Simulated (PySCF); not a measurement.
CHAlClNO2 (SMILES O=C=[N][Al]([OH])[Cl]), singlet, geometry from GFN2-xTB (such geometries of metal compounds can be far from the true shape).

Input for PySCF:
```python
from pyscf import gto, scf, mp

mol = gto.M(
    atom='''
Al   -0.094093    0.340555   -0.636259
Cl    1.803686    0.056663   -1.251897
N    -0.569814   -0.298551    0.968679
C    -0.832287   -0.743461    2.042674
O    -1.095548   -1.171580    3.082872
O    -1.212351    1.124938   -1.533830
H    -1.993847    1.533279   -1.875524
''',
    basis='cc-pvdz',
    charge=0,
    spin=0,
    verbose=4,
    max_memory=1800,
)

mf = scf.RHF(mol)
mf.kernel()

pt = mp.MP2(mf, frozen=14)
pt.kernel()
print('E(MP2) = %.10f' % pt.e_tot)
```

Task: Give the MP2 correlation energy at the level MP2/cc-pVDZ run with PySCF.

Result: -0.8236 Eh

Task: What is the computed total energy (MP2/cc-pVDZ)?

Result: -945.0795 Eh
